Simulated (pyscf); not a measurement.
H₂B–PH₂, singlet

Gas-phase minimum from PySCF at ωB97X-D3(BJ)/def2-SVP, one conformer. 

```xyz
6

B      0.0633    -0.6421     0.5679
P      1.3296     0.4598    -0.2489
H     -0.3554    -0.3563     1.6629
H     -0.4371    -1.5417    -0.0618
H      2.1383    -0.4282    -0.9980
H      2.2233     0.8024     0.7941
```

Bonded distances (Å): B1–P2 1.867, B1–H3 1.207, B1–H4 1.207, P2–H5 1.416, P2–H6 1.416. Angles (°): P2–B1–H3 119.5, P2–B1–H4 119.5, H3–B1–H4 120.4, B1–P2–H5 104.4, B1–P2–H6 104.4, H5–P2–H6 100.4.

Properties at ωB97X-D3(BJ)/def2-SVP:

```yaml
harmonic_wavenumbers_unscaled: 435, 471, 539, 756, 889, 933, 1126, 1188, 2497, 2515, 2600, 2707 cm⁻¹
zero_point_energy: 23.8 kcal/mol
rotational_symmetry_number: 1
Entropy of this conformer at 298 K and 1 atm, rigid rotor and harmonic oscillator, modes under 100 cm⁻¹ raised to 100: 254.6 J/(mol K)
dipole_moment: 0.86 D
```

Single-point totals, which compare only within one level (frozen core for MP2 and CC):

```
level                   total energy (hartree)
----------------------  ----------------------
ωB97X-D3(BJ)/def2-TZVP              -368.64015
PBE/def2-TZVP                       -368.38088
r²SCAN/def2-TZVP                    -368.54476
B3LYP-D3(BJ)/def2-TZVP              -368.63047
PBE0-D3(BJ)/def2-TZVP               -368.42435
M06-2X/def2-TZVP                    -368.55335
ωB97M-D3(BJ)/def2-TZVP              -368.64442
HF/def2-TZVPP                       -367.74488
MP2/def2-TZVPP                      -368.00919
CCSD/def2-TZVPP                     -368.04815
CCSD(T)/def2-TZVPP                  -368.05988
```

The CCSD(T) − MP2 part came from Ansatz, without density fitting, on the same reference.
